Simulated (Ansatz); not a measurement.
```xyz
11

C     1.691   -0.456    0.569
C     1.115    0.072   -0.508
Si   -0.712    0.165   -0.689
N    -1.498   -0.047    0.797
F    -1.287   -0.970   -1.645
Cl   -1.142    1.935   -1.646
H     2.771   -0.504    0.680
H     1.101   -0.866    1.383
H     1.744    0.472   -1.301
H    -2.442   -0.401    0.806
H    -1.341    0.599    1.553
```

Charge 0, multiplicity 1.

List the CAM-B3LYP/def2-TZVPP orbital energies in eV (the Gaussian-basis code of Ansatz). (Estimate.)

Computed: Occupied: -2764.11, -1802.70, -673.42, -391.39, -279.41, -278.92, -258.91, -197.94, -197.83, -197.82, -147.03, -102.42, -102.38, -102.32, -34.62, -25.94, -24.54, -23.41, -18.37, -16.89, -15.97, -15.11, -14.57, -14.26, -14.08, -13.26, -12.55, -11.23, -10.83, -10.44, -9.74, -9.56. Lowest empty: 0.24, 1.56, 2.67, 2.99, 3.24, 3.37, 3.72, 4.16.
